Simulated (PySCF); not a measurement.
Ge(OH)4 (GeH4O4), SMILES [OH][Ge]([OH])([OH])[OH]. Heavy atoms are numbered as in [OH:1][Ge:2]([OH:3])([OH:4])[OH:5]. Hydrogens are named by the atom that carries them.

Coordinates come from a PBE0-D3(BJ)/def2-SVP optimisation. The isomer is the one that the SMILES or the coordinates give; other isomers of the formula were not compared. The values are those of a single conformer.

All values below come from PySCF with B3LYP/pcSseg-1.

GIAO shieldings, no solvent; atoms alike by connectivity are averaged. δ = σ(ref) − σ: ¹⁷O against H2O (σ = 333.8 ppm); ⁷³Ge against GeH4 (σ = 1631.8 ppm); ¹H against TMS (σ = 31.68 ppm), references at their B3LYP-D3(BJ)/def2-TZVP geometries, non-relativistic.

Estimate the chemical shifts. (Estimate from the structure and the level; the computed values follow.)


```
nucleus    atoms  count  δ (ppm)
-------  -------  -----  -------
¹⁷O      O1 (OH)      4     49.2
⁷³Ge         Ge2      1    325.8
¹H       H on O1      4     1.82
```
